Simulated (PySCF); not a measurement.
CH5BO2S, SMILES OB(O)SC.

Geometry: B3LYP-D3(BJ)/def2-SVP. One conformer was computed; it need not be the lowest.

Method: B3LYP-D3(BJ)/def2-SVP in PySCF.

Frequencies are harmonic and unscaled.

| mode | ν (cm⁻¹) | IR (km/mol) | moving atoms (share of kinetic energy) |
|---|---|---|---|
| 1 | 88 | 0.2 | H 51 %, O 27 %, C 14 % |
| 2 | 106 | 2.2 | H 60 %, O 16 %, S 15 %, C 9 % |
| 3 | 194 | 2.1 | C 36 %, O 32 %, H 23 % |
| 4 | 313 | 6.1 | H 97 % |
| 5 | 361 | 7.6 | O 56 %, S 14 %, C 11 %, B 10 %, H 9 % |
| 6 | 414 | 8.9 | O 48 %, S 33 %, H 14 % |
| 7 | 434 | 175.0 | H 84 %, B 11 % |
| 8 | 594 | 79.5 | B 73 %, O 20 % |
| 9 | 651 | 46.2 | O 35 %, H 23 %, S 20 %, B 17 % |
| 10 | 720 | 5.3 | C 52 %, S 34 %, H 10 % |
| 11 | 922 | 213.3 | H 91 %, O 9 % |
| 12 | 963 | 4.3 | H 84 %, C 14 % |
| 13 | 982 | 21.3 | H 76 %, C 16 % |
| 14 | 988 | 130.7 | O 47 %, H 46 % |
| 15 | 1287 | 211.4 | B 54 %, H 33 %, O 11 % |
| 16 | 1342 | 18.8 | H 77 %, C 12 %, B 9 % |
| 17 | 1425 | 319.5 | B 66 %, O 25 %, H 8 % |
| 18 | 1447 | 6.2 | H 95 % |
| 19 | 1457 | 25.3 | H 89 % |
| 20 | 3054 | 23.7 | H 98 % |
| 21 | 3159 | 6.6 | H 90 %, C 10 % |
| 22 | 3160 | 5.8 | H 90 %, C 10 % |
| 23 | 3851 | 31.3 | H 94 % |
| 24 | 3862 | 68.8 | H 94 % |
